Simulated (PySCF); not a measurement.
# [GeCl3]-: computed shieldings and shifts

[GeCl3]-, [Cl3Ge]-, point group C3v.

Cartesian coordinates in Å; atom numbers follow the order of the lines, from 1:
```xyz
4

Ge    0.0004   -0.0265    0.8475
Cl    2.0151    0.0254   -0.2800
Cl   -1.0153    1.7348   -0.2326
Cl   -1.0002   -1.7338   -0.3349
```

Total charge -1.

GIAO calculations in PySCF 2.14.0 with density-fitted response routines on the PBE0-D3(BJ)/def2-SVP structure: isolated species, non-relativistic, equivalent atoms averaged; basis pcSseg-1 (pcSseg-2 on Ge).

**Question.** Give the isotropic shieldings (ppm) with B3LYP, PBE, PBE0.

**Answer.** 
```
             atoms               environment  B3LYP   PBE  PBE0
               Ge1  germanium bonded to 3 Cl   1183  1138  1243
       Cl2/Cl3/Cl4     chlorine bonded to Ge    745   720   767
HOMO–LUMO gap (eV)                         –   6.19  4.77  6.55
```

**Question.** And the chemical shifts, against references computed in the same way?

**Answer.** 
| atoms | nucleus, reference | B3LYP | PBE | PBE0 |
| --- | --- | --- | --- | --- |
| Cl2/Cl3/Cl4 | ³⁵Cl, HCl | 185 | 214 | 177 |

**Question.** Which part of the shielding of Ge1 depends on the functional?

**Answer.** Diamagnetic: B3LYP 2752, PBE 2753, PBE0 2752 ppm; paramagnetic: B3LYP -1569, PBE -1615, PBE0 -1510 ppm. The diamagnetic part, set mainly by inner electrons, hardly moves; the paramagnetic part goes with low-lying magnetically allowed excitations and carries the spread.

Relativistic effects, spin–orbit coupling among them, are left out; they matter for Ge and for the light atoms bonded to it.
